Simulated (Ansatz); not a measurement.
Sn(F)3(SiH3) (F3H3SiSn), SMILES [F][Sn]([F])([F])[SiH3].

Geometry: PBE-D3(BJ)/def2-SVP. The def2 effective core potentials stand for the cores of Sn; spin–orbit coupling is left out.

Two levels are set side by side: PBE/def2-SVPD (Ansatz, an electronic-structure program) and PBE0/def2-SVPD (Ansatz). Energy differences of separate SCF runs at the same geometry; the states with an electron removed or added have multiplicity 2 and 2. Differences are taken from unrounded values.

```
quantity                            PBE0    PBE  PBE minus PBE0
---------------------------------  -----  -----  --------------
vertical ionisation energy (eV)    11.82  11.30           -0.52
vertical electron affinity (eV)     0.78   0.91            0.13
vertical singlet–triplet gap (eV)   5.22   4.72           -0.50
```
